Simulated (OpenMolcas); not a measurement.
**neutral strontium: effect of the basis set**

| Quantity | Value |
| --- | --- |
| Program | OpenMolcas 26.06 |
| Method | SS-CASPT2, IPEA 0.25 Eh, imaginary shift 0.1 Eh (closed shells correlated: 4s 4p) |
| Active space | 2 electrons in 9 orbitals (4d 5s 5p) |
| State averaging | 2S+1 = 3 even, 18 roots (15 in the spin-orbit step); 2S+1 = 1 even, 12 roots; 2S+1 = 3 odd, 18 roots; 2S+1 = 1 odd, 15 roots |
| Spin-orbit coupling | state interaction with AMFI integrals over the reference wave functions, term energies averaged over their components |

A. ANO-RCC-VTZP [7s6p3d1f], DKH2, point nucleus; CASPT2 step of the order of 17 core-seconds
B. ANO-RCC-VQZP [8s7p4d2f1g], DKH2, point nucleus; CASPT2 step roughly 40 core-seconds
C. ANO-RCC [11s10p7d4f2g], DKH2, point nucleus; CASPT2 step of the order of 80 core-seconds

Energies in cm-1 above 5s2 1S0, the measured ground level; measured values from NIST Handbook of Basic Atomic Spectroscopic Data.

| Level | A | B | C | Measured |
| --- | --- | --- | --- | --- |
| 5s2 1S0 | 0.0 | 0.0 | 0.0 | 0.0 |
| 5s 5p 3P* 0 | 13660 | 13920 | 14080 | 14318 |
| 5s 5p 3P* 1 | 13770 | 14020 | 14180 | 14504 |
| 5s 5p 3P* 2 | 13990 | 14210 | 14370 | 14899 |
| 4d 5s 3D1 | 20620 | 18650 | 18340 | 18159 |
| 4d 5s 3D2 | 20690 | 18720 | 18400 | 18219 |
| 4d 5s 3D3 | 20810 | 18820 | 18500 | 18319 |
| 5s 5p 1P* 1 | 21770 | 21210 | 21300 | 21698 |
| 4d 5s 1D2 | 22660 | 21080 | 20680 | 20150 |
| 4d 5p 3F* 2 [60 %] | 35150 | 33250 | 32610 | 33267 |
| 4d 5p 1D* 2 [60 %] | 35440 | 33970 | 33700 | 33827 |
| 4d 5p 3F* 3 | 35470 | 33450 | 32820 | 33590 |
| 4d 5p 3F* 4 | 35740 | 33700 | 33080 | 33919 |
| 5p2 3P0 | 36180 | 35070 | 34920 | 35193 |
| 5p2 3P1 | 36350 | 35250 | 35110 | 35400 |
| 5p2 3P2 | 36650 | 35490 | 35330 | 35675 |
| 4d 5p 3D* 1 | 38280 | 37090 | 36130 | 36264 |
| 4d 5p 3D* 2 | 38400 | 37190 | 36240 | 36382 |
| 4d 5p 3D* 3 | 38570 | 37360 | 36400 | 36560 |
| 4d 5p 3P* 0 | 39340 | 37650 | 36760 | 37292 |
| 4d 5p 3P* 1 | 39360 | 37670 | 36790 | 37303 |
| 4d 5p 3P* 2 | 39400 | 37710 | 36840 | 37337 |

Deviations, from unrounded energies. A percentage is the sum of absolute deviations over the sum of measured energies, with the sign that they share, or ± where signs differ.

```csv
Against measurement,Levels,A,B,C
mean absolute deviation (cm-1),21,1600,430,370
other configurations (%),21,±5.8,±1.5,±1.3
```

C lies closest to measurement on these levels and A furthest from it. The largest miss of C in the table is 4d 5p 3F* 4, by -840 cm-1. The ranking rests on the paired levels alone, and a cruder setting can come out closer through cancelling errors.

Among A to C the level of the table that moves most is 4d 5p 3F* 4, by 2700 cm-1 (lowest in C, highest in A). Moves below CASPT2's spread within the term are not significant.

Term energies are means over components that CASPT2 splits; among the terms shown or strongly mixed into the levels shown the widest spread is 200 cm-1 (4d 5p 3F*, C). Over all roots computed the reference weight is 0.89 to 0.94 in C; the roots of lowest weight are the least certain, and an intruder state may touch them. Some high roots are left out of the spin-orbit mixing, which shifts the levels that they would mix with. A single d shell beside an s shell can misplace configurations of different d count against each other. Some levels mix across a computed gap that differs much from the measured one, so their mixing is not that of the real levels (holds for A). Computed and measured levels are paired by configuration, term and J; levels that our copy of the source lacks, or whose pairing is in doubt (as where it misses far off the trend of its configuration), stay unpaired and out of the deviations. Levels of configurations outside the active space are missing. The table leaves out levels that lie high or whose names do not pair safely across all columns.

A share in square brackets marks a mixed level and gives the weight of the term that names it, the lowest over the columns. * marks odd parity.
